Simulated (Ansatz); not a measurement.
```xyz
5

F    -1.359    0.358    0.847
Si   -0.054    0.014    0.034
Cl    1.264    1.516    0.286
Cl   -0.549   -0.174   -1.910
Cl    0.698   -1.714    0.743
```

Total charge 0; spin multiplicity 1.

Q: List the PBE/def2-TZVPP orbital energies in eV (Ansatz). (Estimate.)

A: The calculation gave: Occupied: -2739.76, -2739.76, -2739.76, -1783.24, -660.79, -250.35, -250.35, -250.35, -191.04, -191.04, -191.04, -190.87, -190.87, -190.87, -190.87, -190.87, -190.87, -140.63, -97.38, -97.38, -97.38, -30.60, -22.03, -21.14, -21.14, -14.19, -12.14, -11.81, -11.81, -10.38, -10.38, -9.28, -9.09, -9.09, -8.45, -8.45, -8.18. Lowest empty: -1.29, -0.30, 0.27, 0.27, 2.27, 2.99, 2.99, 3.70.
